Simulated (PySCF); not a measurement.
HAlCl$_{2}$ (SMILES [Cl][AlH][Cl]), singlet, at a GFN2-xTB geometry (such geometries of metal compounds can be far from the true shape); PBE0/cc-pVTZ, polarisability in PySCF.

Input for PySCF:
```python
from pyscf import gto, scf, dft
from pyscf.prop import polarizability

mol = gto.Mole()
mol.atom = '''
    Al   -0.41006117   -0.46267239    0.16435124
    H    -1.38536588   -1.56310960    0.55525033
    Cl    1.44447255   -0.50908263    0.97140246
    Cl   -1.04940425    0.95483855   -1.12974460
'''
mol.basis = 'cc-pvtz'
mol.verbose = 4
mol.build()

mf = dft.RKS(mol)
mf.xc = 'pbe0'
mf.kernel()
alpha = mf.Polarizability().polarizability()[2, 2]
print('alpha_zz =', alpha)
```

It wrote (shortened):

```
site-packages/pyscf/prop/efg/rhf.py:45: UserWarning: Module EFG is under testing
  warnings.warn('Module EFG is under testing')
site-packages/pyscf/prop/efg/dhf.py:30: UserWarning: Module EFG is under testing
  warnings.warn('Module EFG is under testing')
site-packages/pyscf/prop/zfs/uhf.py:40: UserWarning: Module ZFS is under testing
  warnings.warn('Module ZFS is under testing')
site-packages/pyscf/prop/gtensor/uhf.py:43: UserWarning: Module g-tensor is under testing
  warnings.warn('Module g-tensor is under testing')
site-packages/pyscf/prop/gtensor/uks.py:41: UserWarning: Module g-tensor is under testing
  warnings.warn('Module g-tensor is under testing')
site-packages/pyscf/prop/hfc/uks.py:35: UserWarning: Module HFC is under testing
  warnings.warn('Module HFC is under testing')
site-packages/pyscf/prop/magnetizability/rhf.py:39: UserWarning: Module magnetizability is under testing
  warnings.warn('Module magnetizability is under testing')
site-packages/pyscf/prop/magnetizability/uhf.py:37: UserWarning: Module magnetizability is under testing
  warnings.warn('Module magnetizability is under testing')
site-packages/pyscf/prop/magnetizability/rks.py:37: UserWarning: Module magnetizability is under testing
  warnings.warn('Module magnetizability is under testing')
site-packages/pyscf/prop/magnetizability/uks.py:39: UserWarning: Module magnetizability is under testing
  warnings.warn('Module magnetizability is under testing')
site-packages/pyscf/prop/polarizability/uhf.py:34: UserWarning: Module polarizability is under testing
  warnings.warn('Module polarizability is under testing')
site-packages/pyscf/prop/polarizability/rks.py:29: UserWarning: Module polarizability is under testing
  warnings.warn('Module polarizability is under testing')
site-packages/pyscf/prop/polarizability/uks.py:29: UserWarning: Module polarizability is under testing
  warnings.warn('Module polarizability is under testing')
PySCF version 2.14.0

[INPUT] verbose = 4
[INPUT] num. atoms = 4
[INPUT] num. electrons = 48
[INPUT] charge = 0
[INPUT] spin (= nelec alpha-beta = 2S) = 0
[INPUT] symmetry False subgroup None
[INPUT] Mole.unit = angstrom
[INPUT] Symbol           X                Y                Z      unit          X                Y                Z       unit  Magmom
[...]
nuclear repulsion = 168.822477184226
number of shells = 33
number of NR pGTOs = 193
number of NR cGTOs = 116
basis = cc-pvtz
ecp = {}

******** <class 'pyscf.dft.rks.RKS'> ********
method = RKS
initial guess = minao
damping factor = 0
level_shift factor = 0
DIIS = <class 'pyscf.scf.diis.CDIIS'>
diis_start_cycle = 1
diis_space = 8
diis_damp = 0
SCF conv_tol = 1e-09
SCF conv_tol_grad = None
SCF max_cycles = 50
direct_scf = True
direct_scf_tol = 1e-13
XC library pyscf.dft.libxc version 7.1.2
    S. Lehtola, C. Steigemann, M. J. T. Oliveira, and M. A. L. Marques,  SoftwareX 7, 1–5 (2018)
XC functionals = pbe0
    C. Adamo and V. Barone,  J. Chem. Phys. 110, 6158 (1999)
    M. Ernzerhof and G. E. Scuseria,  J. Chem. Phys. 110, 5029 (1999)
radial grids:
    Treutler-Ahlrichs [JCP 102, 346 (1995); DOI:10.1063/1.469408] (M4) radial grids

becke partition: Becke, JCP 88, 2547 (1988); DOI:10.1063/1.454033
pruning grids: <function nwchem_prune>
grids dens level: 3
symmetrized grids: False
atomic radii adjust function: <function treutler_atomic_radii_adjust>
small_rho_cutoff = 0
Set gradient conv threshold to 3.16228e-05
Initial guess from minao.
tot grids = 66752
init E= -1163.35562869569
[...]
cycle= 1 E= -1163.16658436093  delta_E= 0.189  |g|= 0.305  |ddm|=  1.5
[...]
cycle= 2 E= -1163.16538498966  delta_E= 0.0012  |g|= 0.332  |ddm|= 0.473
[...]
cycle= 3 E= -1163.19275908744  delta_E= -0.0274  |g|= 0.0292  |ddm|= 0.221
[...]
cycle= 4 E= -1163.19295438904  delta_E= -0.000195  |g|= 0.0114  |ddm|= 0.0267
[...]
cycle= 5 E= -1163.19299198759  delta_E= -3.76e-05  |g|= 0.00126  |ddm|= 0.00842
[...]
cycle= 6 E= -1163.19299236799  delta_E= -3.8e-07  |g|= 0.000375  |ddm|= 0.00133
[...]
cycle= 7 E= -1163.19299240358  delta_E= -3.56e-08  |g|= 5.68e-05  |ddm|= 0.000307
[...]
cycle= 8 E= -1163.19299240449  delta_E= -9.11e-10  |g|= 1.28e-05  |ddm|= 4.12e-05
[...]
Extra cycle  E= -1163.19299240451  delta_E= -2.21e-11  |g|= 1.07e-05  |ddm|= 1.47e-05
converged SCF energy = -1163.19299240451
Isotropic polarizability 45.3725089855
Polarizability anisotropy 5.38614809984
alpha_zz = 43.593382220137556
```
